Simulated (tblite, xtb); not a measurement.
GeI2, triplet, at a GFN2-xTB geometry (the spin is typed, not shown lowest). Base run: GFN1-xTB (xtb).

The xtb input:
```
$ xtb mol.xyz --gfn 1 --uhf 2 --json

# file mol.xyz
3

Ge     0.00237481    -0.01051805     1.11980350
I      1.09910959    -1.87847454    -0.35806022
I     -1.10054344     1.88482506    -0.31804755
```

Programs used: tblite, xtb; a row that names a program was run with it.

Variants of this job, named by their change:

```
change                                                      ΔE vs base (mEh)  dipole (D)  G_solv (kcal/mol)  SCF cycles
----------------------------------------------------------  ----------------  ----------  -----------------  ----------
base                                                                   0.000        1.40                  -          12
gbsa = methanol                                                      -11.891        1.40              -7.46          11
program = tblite; method = gfn1; option = --grad                      -0.001           -                  -           -
acc = 30                                                               0.000        1.40                  -          11
alpb = cs2                                                           -11.640        1.40              -7.30          12
gbsa = acetonitrile                                                  -11.857        1.40              -7.44          11
program = tblite; method = gfn1; option = --spin-polarized           -16.740           -                  -           -
etemp = 3000                                                          -2.911        1.11                  -          12
alpb = acetone                                                       -13.730        1.40              -8.62          12
program = tblite; method = gfn1; option = (--etemp, 2000)             -0.551           -                  -           -
alpb = hexane                                                        -11.138        1.40              -6.99          12
```

ALPB and GBSA are two models with their own fitted parameters for each solvent, which aren't always the measured dielectric constant.
